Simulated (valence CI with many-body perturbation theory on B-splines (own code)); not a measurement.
## E1 transitions of F IV

Computed by configuration interaction combined with many-body perturbation theory (CI+MBPT): four valence electrons over a frozen Dirac-Fock core [He], a basis of 11 s, 11 p, 9 d, 7 f, 5 g, 2 h, 1 i functions for each j, with the one-electron correlation potential Σ1 (screened to all orders), the two-electron term Σ2, the three-electron term Σ3, Breit, model QED; selected single and double excitations, second order for the rest, scaled by the run's own slope (own B-spline code, finite nucleus).

Set against measurement, 35 paired levels are off by 93 cm⁻¹ on average, the worst by 255. These come from a selection out of Moore, Atomic Energy Levels, vol. I, NSRDS-NBS 35 (1971 reprint of NBS Circular 467, 1949), an old analysis. Levels without a partner in it may be off by more. Among the levels kept, up to 350 cm⁻¹ of a level comes from second order outside the variational space, and about a tenth of that is noise between levels of different J, which matters for small intervals.

Lines 1 to 50 of 270 in falling wavelength, among levels below 69.972 eV, chosen from the strongest by gf and those to the six lowest levels. Wavelengths and rates use the calculated energies, so an error of 90 cm⁻¹ moves a line at 2861 Å by 0.26 % and its rate by three times that or more. Electric multipoles are in the length gauge, E1 and E2 with the static RPA response of the core. Weak lines are less certain than strong ones. Lines between different terms over intervals too small for the method are left out, as are lines whose strength nearly cancels. Where a level lies close to another of its J and parity, the split of strength between their lines is uncertain. The highest levels of a list are the least certain.

Names give the largest LS component (configuration and term), which can be under half, so a name can repeat, a term be missing and a line seem to break the LS rules; names also repeat where a configuration has a term twice.

```
λ vac (Å)  λ from measured levels            Upper            Lower   A (s⁻¹)  S (a.u.)
     6774                          2s 2p2 3p 3S°_1   2s 2p2 3s 3P_2  6.03e+06  2.78e+00
     6616                          2s 2p2 3p 3S°_1   2s 2p2 3s 3P_1  4.04e+06  1.73e+00
     4526                           2s 2p2 3s 3P_2  2s2 2p 3d 3D°_3  3.93e+06  8.99e-01
     4393                          2s2 2p 3d 3F°_2   2s2 2p 3p 1D_2  5.77e+06  1.21e+00
     4305                          2s2 2p 3d 1D°_2   2s2 2p 3p 1D_2  6.42e+06  1.26e+00
     4099                           2s2 2p 3p 1P_1  2s2 2p 3s 1P°_1  4.86e+07  4.96e+00
     3808                          2s2 2p 3d 1P°_1   2s2 2p 3p 1S_0  5.04e+07  4.12e+00
     3203                          2s 2p2 3p 3D°_2   2s 2p2 3s 3P_2  2.35e+07  1.91e+00
     3186                          2s 2p2 3p 3D°_1   2s 2p2 3s 3P_1  4.21e+07  2.01e+00
     3176                          2s 2p2 3p 3D°_3   2s 2p2 3s 3P_2  1.05e+08  1.16e+01
     3168                          2s 2p2 3p 3D°_2   2s 2p2 3s 3P_1  8.17e+07  6.41e+00
     3166                          2s 2p2 3p 3D°_1   2s 2p2 3s 3P_0  6.08e+07  2.85e+00
     2861                    2862   2s2 2p 3p 3D_2  2s2 2p 3s 3P°_2  3.23e+07  1.86e+00
     2842                           2s2 2p 3p 3D_1  2s2 2p 3s 3P°_1  5.63e+07  1.91e+00
     2826                    2827   2s2 2p 3p 3D_3  2s2 2p 3s 3P°_2  1.45e+08  1.13e+01
     2824                           2s2 2p 3p 3D_1  2s2 2p 3s 3P°_0  8.25e+07  2.75e+00
     2821                    2822   2s2 2p 3p 3D_2  2s2 2p 3s 3P°_1  1.12e+08  6.18e+00
     2808                          2s 2p2 3p 5D°_1   2s 2p2 3s 5P_2  3.80e+07  1.24e+00
     2806                          2s 2p2 3p 5D°_3   2s 2p2 3s 5P_3  5.02e+07  3.83e+00
     2797                          2s 2p2 3p 5D°_2   2s 2p2 3s 5P_2  9.42e+07  5.09e+00
     2795                          2s 2p2 3p 5D°_0   2s 2p2 3s 5P_1  1.66e+08  1.79e+00
     2793                          2s2 2p 3d 1F°_3   2s2 2p 3p 1D_2  2.07e+08  1.56e+01
     2789                          2s 2p2 3p 5D°_1   2s 2p2 3s 5P_1  1.28e+08  4.13e+00
     2786                          2s 2p2 3p 5D°_4   2s 2p2 3s 5P_3  1.68e+08  1.61e+01
     2782                          2s 2p2 3p 5D°_3   2s 2p2 3s 5P_2  1.17e+08  8.70e+00
     2779                          2s 2p2 3p 5D°_2   2s 2p2 3s 5P_1  6.34e+07  3.36e+00
     2766                          2s 2p2 3p 3P°_1   2s 2p2 3s 3P_2  7.24e+07  2.27e+00
     2749                          2s 2p2 3p 3P°_0   2s 2p2 3s 3P_1  1.70e+08  1.74e+00
     2746                          2s 2p2 3p 3P°_2   2s 2p2 3s 3P_2  1.35e+08  6.89e+00
     2739                          2s 2p2 3p 3P°_1   2s 2p2 3s 3P_1  4.42e+07  1.35e+00
     2724                          2s 2p2 3p 3P°_1   2s 2p2 3s 3P_0  5.54e+07  1.66e+00
     2719                          2s 2p2 3p 3P°_2   2s 2p2 3s 3P_1  4.20e+07  2.08e+00
     2704                          2s2 2p 3d 3D°_2   2s2 2p 3p 3P_2  2.98e+07  1.45e+00
     2693                          2s2 2p 3d 3D°_3   2s2 2p 3p 3P_2  1.47e+08  9.94e+00
     2692                          2s2 2p 3d 3D°_1   2s2 2p 3p 3P_1  5.75e+07  1.66e+00
     2685                    2689  2s2 2p 3d 3D°_2   2s2 2p 3p 3P_1  1.17e+08  5.58e+00
     2680                          2s2 2p 3d 3D°_1   2s2 2p 3p 3P_0  8.94e+07  2.55e+00
     2537                          2s 2p2 3p 5P°_2   2s 2p2 3s 5P_3  9.94e+07  4.01e+00
     2524                          2s 2p2 3p 5P°_1   2s 2p2 3s 5P_2  1.69e+08  4.02e+00
     2524                          2s 2p2 3p 5P°_3   2s 2p2 3s 5P_3  1.53e+08  8.49e+00
     2517                          2s 2p2 3p 5P°_2   2s 2p2 3s 5P_2  2.32e+07  9.14e-01
     2516                           2s2 2p 3p 3S_1  2s2 2p 3s 3P°_2  9.12e+07  2.15e+00
     2512                          2s2 2p 3d 3P°_2   2s2 2p 3p 3P_2  7.26e+07  2.84e+00
     2509                          2s 2p2 3p 5P°_1   2s 2p2 3s 5P_1  5.17e+07  1.21e+00
     2504                          2s 2p2 3p 5P°_3   2s 2p2 3s 5P_2  6.87e+07  3.73e+00
     2502                          2s 2p2 3p 5P°_2   2s 2p2 3s 5P_1  9.84e+07  3.80e+00
     2499                          2s2 2p 3d 3P°_1   2s2 2p 3p 3P_2  3.81e+07  8.80e-01
     2484                           2s2 2p 3p 3S_1  2s2 2p 3s 3P°_1  7.32e+07  1.66e+00
     2483                    2487  2s2 2p 3d 3P°_1   2s2 2p 3p 3P_1  3.70e+07  8.39e-01
     2479                    2481  2s2 2p 3d 3F°_2   2s2 2p 3p 3D_2  2.01e+07  7.56e-01
```
